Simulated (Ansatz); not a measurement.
`N[SiH](Cl)O[SiH3]` + `C[Si](C)(N)N` → `C[Si](N)(N)[SiH3]` + `CO[SiH](N)Cl`  (redistribution)

Program: Ansatz. Geometries: PBE0-D4/def2-TZVP. ΔE: electronic, gas phase. CCSD(T)/CBS is the MP2 limit (def2-TZVPP, def2-QZVPP) plus CCSD(T) − MP2 in def2-TZVPP, frozen cores. DFT in def2-TZVPP. B3LYP here is the variant with VWN-RPA as its local correlation; programs differ in this. Each species was taken in one conformer, which may not be the lowest.

| level | ΔE (kJ/mol) | difference from CCSD(T)/CBS |
| --- | --- | --- |
| PBE-D4 | 181.2 | -33.6 |
| r2SCAN-D4 | 205.9 | -8.9 |
| PBE0-D4 | 193.3 | -21.5 |
| B3LYP-D4 | 204.9 | -9.9 |
| ωB97X-V | 203.8 | -11.0 |
| ωB97M-V | 214.2 | -0.6 |
| PBE | 180.8 | -34.0 |
| PBE0 | 193.1 | -21.7 |
| B3LYP | 204.3 | -10.5 |
| HF/def2-TZVPP | 227.2 | 12.4 |
| SCS-MP2/def2-TZVPP | 221.6 | 6.8 |
| CCSD/def2-TZVPP | 214.6 | -0.2 |
| HF/def2-QZVPP | 229.5 | 14.7 |
| MP2/def2-QZVPP | 227.1 | 12.3 |
| SCS-MP2/def2-QZVPP | 224.5 | 9.7 |
| HF/CBS(def2) | 229.8 | 15.0 |
| CCSD(T)/CBS | 214.8 | 0 |

Largest T1 diagnostic among the species: 0.011.

From PBE to PBE0 (25 % exact exchange), in def2-TZVPP and without D4, ΔE moves by +12.3 kJ/mol.
